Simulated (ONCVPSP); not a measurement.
**Configuration tests for chlorine (Cl) (ONCV)**

ONCVPSP 4.0.1 input, shortened (lines: element, Z, core and valence counts, functional; n l f; lmax; l rc ep ncon nbas qcut; lloc lpopt rc5 dvloc0; l nproj debl; icmod fcfact rcfact), LDA (Perdew-Wang 92), fully relativistic:

```
  Cl 17.00    3    2  -001012      upf
    1    0    2.00
    2    0    2.00
    2    1    6.00
    3    0    2.00
    3    1    4.50
    2
    0    1.10    0.00    4    9    7.20
    1    1.35    0.00    4    7    6.50
    2    1.20    0.26    4    7    8.30
    4    1    1.05    4.00
    0    2    3.40
    1    2    2.40
    2    1    0.40
    3    3.25    1.25
```

Open shells are filled in proportion to 2j + 1.

Energies are relative to the spin-unpolarised reference configuration 3s2 3p4.5; without spin polarisation the order of configurations can differ from experiment.

Question: Give the all-electron excitation energy and the error of the potential for: 3s2 3p5; 3s2 3p4; 3s2 3p3; 3s2 3p1.

Answer:

```csv
valence configuration,charge,ΔE all-electron (eV),error AE − PS (meV)
3s2 3p5,0,-5.633,+0.4
3s2 3p4,+1,8.337,+0.8
3s2 3p3,+2,33.864,+13
3s2 3p1,+4,124.632,+182
```

Note: ghosts flagged at negative energy: s at -183.7 eV; no localised positive-energy state flagged. A true bound ghost makes a file unfit for plane-wave use.
